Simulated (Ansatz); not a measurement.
Correlation energies of C₃H₉GeN (`C[CH](C)[Ge][NH2]`) by basis set

```xyz
14

C    -1.1847    0.7836   -0.4559
C    -0.6774   -0.4793    0.2259
C     0.1786   -1.3245   -0.7088
Ge    0.3030   -0.0864    1.9536
N     1.6133    0.9428    1.2251
H    -1.7751    0.5431   -1.3482
H    -1.8208    1.3837    0.2018
H    -0.3611    1.4266   -0.7818
H    -1.5436   -1.0770    0.5339
H     1.0654   -0.7787   -1.0458
H     0.5290   -2.2458   -0.2328
H    -0.3813   -1.6161   -1.6055
H     1.7109    1.1823    0.2495
H     2.3437    1.3458    1.7890
```

Total charge 0; spin multiplicity 1. Correlated methods include outer-core shells of Ge, which these sets cover unevenly. Scalar relativity is left out up to krypton. All single points use the PBE0-D4/def2-TZVP geometry. It is one conformer, not always the lowest. Frozen core, restricted reference, the Gaussian-basis code of Ansatz.

```
     basis      HF (Eh)  MP2 corr.
  def2-SVP  -2248.26479   -0.82523
def2-TZVPP  -2248.72552   -0.98726
def2-QZVPP  -2248.77576   -1.30019
```

Question: Estimate the CCSD correlation energy and the (T) correction in each basis where they were run (hartree).

Answer: 
```
     basis  CCSD corr.       (T)
  def2-SVP    -0.87613  -0.02763
def2-TZVPP    -1.02858  -0.04217
```
